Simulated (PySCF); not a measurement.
PySCF input for Cl2H5NSi2, SMILES N[SiH2][SiH](Cl)Cl, PBE0/pcSseg-1. Coordinates come from a B3LYP-D3(BJ)/def2-SVP optimisation. This is a generated structure with no PubChem entry under its InChIKey; it may be hypothetical. Other conformers were not sampled.

```python
import numpy as np
from pyscf import gto, scf, dft
from pyscf.prop.nmr import rks as nmr

mol = gto.M(
    atom='''
    Si    0.54903161   -0.72259970    0.00000000
    Cl    1.18794405    0.32198921    1.69562246
    Cl    1.18794406    0.32198921   -1.69562245
    Si   -1.79407509   -0.54969936    0.00000000
    N    -2.22504226    1.13507828   -0.00000001
    H     1.25571207   -2.03126991    0.00000001
    H    -2.33858314   -1.19667371   -1.22674285
    H    -2.33858314   -1.19667371    1.22674285
    H    -1.98136959    1.67181161    0.82978641
    H    -1.98136958    1.67181160   -0.82978643
    ''',
    basis='pcSseg-1',
    charge=0,
    spin=0,
    max_memory=1600,
    verbose=3,
)
mf = dft.RKS(mol, xc='pbe0')
mf.grids.level = 3
mf.conv_tol = 1e-10
mf.max_cycle = 100
mf.kernel()
n = nmr.NMR(mf)
n.verbose = 2
n.max_cycle_cphf = 60
sigma = n.kernel()
print('atom   isotropic/ppm   span/ppm')
for i, s in enumerate(sigma):
    w = np.linalg.eigvalsh((s + s.T) / 2)
    print(f'{mol.atom_symbol(i):2s}{i + 1:3d} {w.mean():14.3f} {w[2] - w[0]:11.3f}')
```

Output:

```
converged SCF energy = -1556.59001274291
atom   isotropic/ppm   span/ppm
Si  1        323.039      67.993
Cl  2        903.479     333.436
Cl  3        903.479     333.436
Si  4        398.255      82.792
N   5        274.927      84.482
H   6         25.257       9.272
H   7         26.510       8.459
H   8         26.510       8.459
H   9         31.199      18.745
H  10         31.199      18.745
```

The calculation finished and met its thresholds.
